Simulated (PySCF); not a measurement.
Ligand exchange on a metal centre used in film growth or etching (Hf F-OH). All species are isolated molecules in the gas phase. One relaxed conformer stands for each flexible species; it need not be the lowest.

The numbers are results of PySCF 2.14.0 with B3LYP-D3(BJ)/def2-TZVP // BP86-D3(BJ)/def2-SVP, not measurements. All candidates: neutral, multiplicity 1. B3LYP has the VWN-RPA correlation part, as in Gaussian. 

| Property | Value |
|---|---|
| HOMO | -8.12 eV |
| LUMO | -0.23 eV |
| HOMO–LUMO gap | 7.89 eV |

### Question
Identify which member has these values.
A. [Hf(OH)4]
B. [Hf(F)2(OH)2]
C. [Hf(F)(OH)3]
D. [Hf(F)3(OH)]

### Answer
A, [Hf(OH)4]. The others give [Hf(F)2(OH)2]: -9.25 eV, -0.74 eV, 8.51 eV; [Hf(F)3(OH)]: -9.93 eV, -1.01 eV, 8.92 eV; [Hf(F)(OH)3]: -8.58 eV, -0.48 eV, 8.10 eV
